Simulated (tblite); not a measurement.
C7H10F (doublet state).
Atom-mapped SMILES: `[CH3:1][C@@H:2]1[C:3]2[CH2:4][CH2:5][C@H:6]2[C@H:7]1[F:8]` (hydrogens: H9, H10, H11 on C1; H12 on C2; H13, H14 on C4; H15, H16 on C5; H17 on C6; H18 on C7)

Structure used (GFN2-xTB), in Å, numbered top down from 1:
```
atom  x, y, z in Å
C1     2.3232    0.4839   -0.3326
C2     0.8235    0.3307   -0.5324
C3    -0.0432    0.5665    0.6901
C4    -1.4276    1.1417    0.5500
C5    -1.9525   -0.3095    0.4335
C6    -0.5480   -0.8738    0.7151
C7     0.3248   -1.1351   -0.5257
F8    -0.3721   -1.4965   -1.6522
H9     2.6410   -0.0499    0.5601
H10    2.8630    0.0896   -1.1909
H11    2.5757    1.5348   -0.2145
H12    0.5059    0.8862   -1.4203
H13   -1.5874    1.7967   -0.3071
H14   -1.7865    1.6423    1.4479
H15   -2.6969   -0.5841    1.1768
H16   -2.3130   -0.5591   -0.5618
H17   -0.4469   -1.5725    1.5391
H18    1.1083   -1.8853   -0.3867
```

The geometry is computed with GFN2-xTB (gas phase). This method treats the open shell by occupation alone, without spin polarisation.

Masses are those of the commonest isotopes; rigid-rotor values at the optimised geometry. 

Question: What are A, B and C (GHz)?

Answer: Ia = 173.91, Ib = 240.37, Ic = 343.15 u·Å²; 505379 MHz·u·Å²/I gives 2906, 2102 and 1473 MHz, that is A = 2.9059, B = 2.1025, C = 1.4728 GHz.

Question: Classify the top.

Answer: An asymmetric top: κ = (2 × 2102 − 2906 − 1473)/(2906 − 1473) = -0.12.

Question: Is it planar, by Δ = Ic − Ia − Ib?

Answer: Not planar: Δ = Ic − Ia − Ib = -71.13 u·Å². For a rigid frame Δ = −2 Σ m c², so Σ m c² = 35.57 u·Å² lies off the ab plane: 12.75 from hydrogen and 22.81 from heavier atoms. The atom farthest from that plane is 2.03 Å away.

Question: Give the other two planar moments, Paa and Pbb, and the rms extents of the mass along the axes.

Answer: Paa = Σ m a² = (Ib + Ic − Ia)/2 = 204.81 and Pbb = Σ m b² = (Ia + Ic − Ib)/2 = 138.35 u·Å². With the mass M = 113.08 u, the rms extents √(P/M) along a, b and c are 1.35, 1.11, 0.56 Å.

Question: Where do the levels up to J = 4 lie, in MHz?

Answer: Above 0(0,0):
J = 1: 1(0,1) 3575, 1(1,1) 4379, 1(1,0) 5008
J = 2: 2(0,2) 10474, 2(1,2) 10899, 2(1,1) 12789, 2(2,1) 15199, 2(2,0) 15451
J = 3: 3(0,3) 20379, 3(1,3) 20545, 3(1,2) 24254, 3(2,2) 25925, 3(2,1) 26997, 3(3,1) 31652, 3(3,0) 31721
J = 4: 4(0,4) 33173, 4(1,4) 33226, 4(1,3) 39091, 4(2,3) 40022, 4(2,2) 42586, 4(3,2) 46313, 4(3,1) 46746, 4(4,1) 53849, 4(4,0) 53865

For this open shell read J as N, the rotation without spin; fine and hyperfine splittings come on top. Its GFN2-xTB frequencies are all real (lowest 68 cm⁻¹). No vibrational averaging or centrifugal distortion is included, and the geometry carries the error of its method.
